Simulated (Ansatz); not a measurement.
Geometry optimisation, Ansatz 0.2.0, RHF/def2-SVP.

Input file:

```yaml
crystal:
  periodic: [false, false, false]
  atoms:
    - { symbol: B, position_ang: [0.0, 0.0, 0.0] }
    - { symbol: "N", position_ang: [0.0, 0.0, 1.55] }
    - { symbol: H, position_ang: [-0.877, -0.2713, 2.08] }
    - { symbol: H, position_ang: [0.877, 0.2713, 2.08] }
    - { symbol: C, position_ang: [1.3856, 0.0, -0.8] }
    - { symbol: H, position_ang: [1.7152, -1.0462, -0.9702] }
    - { symbol: H, position_ang: [1.2491, 0.508, -1.7774] }
    - { symbol: H, position_ang: [2.1552, 0.5381, -0.2082] }
    - { symbol: F, position_ang: [-1.1431, 0.0, -0.66] }
basis:
  gaussian: { orbitals: def2-SVP }
hamiltonian:
  xc: hf
relax:
  f_tol: 0.02
  max_steps: 40
```

Launched with:

```bash
$ ansatz run input.yaml --threads 1 --pin off --max-ram 2048MiB --backend cpu --events-out ev --progress --plain --runs-dir out
```

Question: Where does it end, and by what steps?

Answer: The run converged. After 9 steps the energy has fallen by 0.718 eV; F9 moved furthest, 0.42 Å.

```
step  energy less start (eV)  largest force component (eV/Å)  accepted
   0                  0.0000                           3.879       yes
   1                 -0.6085                           1.908       yes
   2                 -0.6793                           1.115       yes
   3                 -0.6995                           0.650       yes
   4                 -0.7111                           0.321       yes
   5                 -0.7162                           0.069       yes
   6                 -0.7171                           0.049       yes
   7                 -0.7172                           0.099       yes
   8                 -0.7174                           0.067       yes
   9                 -0.7178                           0.004       yes
```

```xyz
9
Properties=species:S:1:pos:R:3
B 0.061 -0.103 0.092
N -0.014 0.080 1.474
H -0.874 -0.005 1.977
H 0.776 0.304 2.041
C 1.385 0.014 -0.761
H 1.583 -0.934 -1.269
H 1.258 0.768 -1.543
H 2.265 0.276 -0.171
F -1.078 -0.400 -0.546
```

Whether the end is a true minimum wasn't checked by a vibrational analysis.

Time of the run: 13 s on 1 thread of Arm Neoverse V2, with other jobs on the host, peak memory 0.14 GiB.
